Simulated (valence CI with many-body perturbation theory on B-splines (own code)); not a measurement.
**Kr XXIII: key properties**

Method: configuration interaction combined with many-body perturbation theory (CI+MBPT): four valence electrons over a frozen Dirac-Fock core [Ne], radial functions for each j: 9 s, 9 p, 8 d, 6 f, 3 g, 1 h, with the one-electron correlation potential Σ1 (screened to all orders), the two-electron term Σ2, the three-electron term Σ3, Breit, model QED; selected single and double excitations, second order for the rest, scaled by the run's own slope (own B-spline code, finite nucleus).

No measured levels were compared; by estimate levels of excited configurations hold to 0.05 to 0.15 % of their energy, terms of the ground configuration to about 0.5 %.

Names give the largest LS component (configuration and term), which can be under half, so a name can repeat, a term be missing and a line seem to break the LS rules; names also repeat where a configuration has a term twice.

Rates and lifetimes use the calculated energies. Strong lines usually hold to 10 to 20 %, long lifetimes can be off by a factor of two.

(1) What is the ground level?

(2) What are the static dipole polarisabilities of the lowest levels?

(3) Where does the other parity begin?

(4) How well does LS coupling describe the low levels?

(5) Among levels below 153.75 eV, which E1 lines absorb most strongly from the ground level?

Results:

(1) 3s2 3p2 3P_0, composition 84 % 3s2 3p2 3P + 14 % 3s2 3p2 1S.

(2) 3s2 3p2 3P_0 0.0755; 3s2 3p2 3P_1 0.0782 (tensor 0.0035); 3s2 3p2 3P_2 0.0780 (tensor 0.0015); 3s2 3p2 1D_2 0.0797 (tensor 0.0059) bohr³, of which the core gives 0.00120.

(3) At 3s 3p3 5S°_2, 58.01 eV.

(4) Among the lowest 20 levels the leading LS term, summed over configurations, holds 73 % on average. For single configurations the figures are 67 % in LS and 70 % in jj coupling. Terms mix most in the J = 1 level at 108.55 eV, where the leading one holds 39 %.

(5) to 3s2 3p 3d 3P°_1 at 11.42 nm, f = 0.407; to 3s2 3p 3d 3D°_1 at 11.24 nm, f = 0.246; to 3s 3p3 3S°_1 at 12.72 nm, f = 0.133.
